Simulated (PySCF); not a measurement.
Species: C6H6FN.
SMILES with atom numbers: `[NH2:1][c:2]1[cH:3][cH:4][c:5]([F:6])[cH:7][cH:8]1` (hydrogens: H9, H10 on N1; H11 on C3; H12 on C4; H13 on C7; H14 on C8)

The geometry is computed with GFN2-xTB (gas phase).

Task: What internal coordinates does the optimisation give?

Result: 
```csv
bond,length (Å)
N1–C2,1.379
"C2–C3, C2–C8",1.396
"C3–C4, C7–C8",1.381
"C4–C5, C5–C7",1.383
C5–F6,1.355
"N1–H9, N1–H10",1.007
"C3–H11, C8–H14",1.080
"C4–H12, C7–H13",1.079
```

Bonds in one row agree within 0.01 Å and their mean is given. A selection of angles:
```csv
angle,degrees
N1–C2–C3,120.5
C3–C2–C8,118.9
C2–C3–C4,120.7
C3–C4–C5,119.0
C4–C5–F6,119.2
C4–C5–C7,121.6
H9–N1–C2,116.6
H10–N1–C2,116.6
```

Of the pairs four or more bonds apart, H10···H14 is among the closest relative to their van der Waals radii: 2.40 Å, 100 % of the sum of Bondi's values. The 8 heavy atoms lie in one plane (0.018 Å rms). The 6-membered ring C2–C3–C4–C5–C7–C8 has internal angles of 118.9° to 121.6°; it is planar, 0.00 Å rms from its mean plane, widest ring torsion 0°. N1 (aniline-type nitrogen) is pyramidal (angles 116.6°, 116.6° and 114.8°, sum 347.9°, 0.22 Å off the plane of its three neighbours).

Point group: Cs (every atom within 0.08 Å of its image). Stationary, but not proved a minimum.
